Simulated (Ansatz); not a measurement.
Ansatz (a first-principles code) input (CAM-B3LYP/def2-TZVPD):

Ansatz 0.2 input:
```yaml
crystal:
  periodic: [false, false, false]
  atoms:
    - {symbol: Ta, position_ang: [0.01347492, 0.03043042, 0.01818850]}
    - {symbol: H, position_ang: [-0.66633437, -1.85650560, 0.29574732]}
    - {symbol: H, position_ang: [-0.99807670, 1.39822351, 0.40724257]}
    - {symbol: H, position_ang: [-0.72125467, -1.76799926, -0.50058149]}
    - {symbol: H, position_ang: [-0.32023902, -0.36896754, -1.63594590]}
    - {symbol: H, position_ang: [1.72223583, 0.37382831, 0.10577683]}
basis:
  gaussian:
    orbitals: def2-TZVPD
hamiltonian:
  xc: {name: CAM-B3LYP}
total_charge: 1
magnetization: {spin_polarized: true, initial_magnetization: 1}
output: {forces: true}
```

End of the output:

```
mean field evaluation 4: about -1619.9593 eV, gradient 4.1e-1 eV
mean field evaluation 8: about -1619.9677 eV, gradient 5.4e-2 eV
mean field evaluation 16: about -1619.9647 eV, gradient 7.9e-4 eV
mean field evaluation 32: about -1619.9647 eV, gradient 3.6e-5 eV
mean field -1619.96466311 eV, -59.5326033176 hartree, gradient 3.6e-5 eV, S^2 0.752916; 3 other end points of the search recorded, 0 dependent functions left out
the calculation of the forces begins
reference -1619.96478137 eV, -59.5326076638 hartree; 9, 8 occupied and 79, 80 virtual orbitals, 654 factors
Total energy: -1619.96478137 eV, -59.5326076638 hartree
Atom 0 at     0.013475     0.030430     0.018188 Å, force    -0.011421    -0.007149    -0.078764 eV/Å
Atom 1 at    -0.666334    -1.856506     0.295747 Å, force     0.006447     0.000371     0.056917 eV/Å
Atom 2 at    -0.998077     1.398224     0.407243 Å, force     0.023620    -0.031016     0.001933 eV/Å
Atom 3 at    -0.721255    -1.767999    -0.500581 Å, force     0.005010     0.022356    -0.030760 eV/Å
Atom 4 at    -0.320239    -0.368968    -1.635946 Å, force     0.013526     0.023558     0.042003 eV/Å
Atom 5 at     1.722236     0.373828     0.105777 Å, force    -0.037182    -0.008120     0.008671 eV/Å
Dipole moment:    -0.149223    -0.459947     0.216388 e Å
```

The spin state was set by rule; other spins were not relaxed.
